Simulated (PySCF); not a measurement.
Identify the compound

An unknown has the formula C₈H₈O₄. Its calculated NMR data are:

1H NMR (600 MHz, computed): δ 7.63 (br s, 1H), 6.75 (s, 1H), 6.33 (br s, 1H), 4.12 (s, 2H), 3.65 (s, 3H).

13C{1H} NMR (computed): δ 172.5 (C), 171.2 (C), 148.6 (C), 142.5 (C), 140.7 (CH2), 133.6 (CH), 80.8 (CH2), 61.0 (CH3).

- NMR shieldings at PBE0/pcSseg-1/GIAO
- coordinates at the GFN2-xTB level
- code: PySCF 2.14
- relativity neglected, one conformer, rapidly exchanging positions averaged, in vacuum

Shifts are taken against calculated references (same method and geometry level): 1H, 13C vs TMS.

**Question.** What is the structure?

**Answer.** 
- The formula gives 5 degrees of unsaturation (1 ring in the answer).
- 8 carbon signals for 8 carbons: no two carbons are equivalent.
- Carbon types of the structure: 4 × C, 1 × CH, 2 × CH2, 1 × CH3, which accounts for all hydrogens.
- δC 172.5, 171.2: anhydride carbonyl carbon; it is a carbonyl in resonance with an O or N lone pair, the region of acids, esters and amides.
- δC 148.6, 133.6: β carbon of a C=C–C=O unit; conjugation with the carbonyl draws π density from the β position.
- δC 142.5: fully substituted alkene carbon; the olefinic region.
- δC 140.7: terminal =CH2 carbon; the olefinic region.
- δC 80.8: allylic sp3 CH2 bonded to O; pulled downfield by the heteroatom.
- δC 61.0: methyl carbon bonded to O; pulled downfield by the heteroatom.
- δH 4.12: hydrogen on an allylic sp3 CH2 bonded to O; its carbon carries O, an electronegative neighbour.

Structure: `C(=C)(COC)C1=CC(=O)OC1=O`.

The data come from this structure; uniqueness wasn't tested.

Shifts are as computed. Against solution values, carbons near 30 ppm lie about +3 ppm off and those near 130 ppm about +5 ppm. Of 1211 compounds with measured shifts, 218 miss one by over three times the rms of a fit or turn the order of signals round; such compounds aren't used in these exercises. Multiplicities follow the n + 1 count of equivalent neighbours, as no J values were calculated; m marks all less simple cases, F and P coupling included.
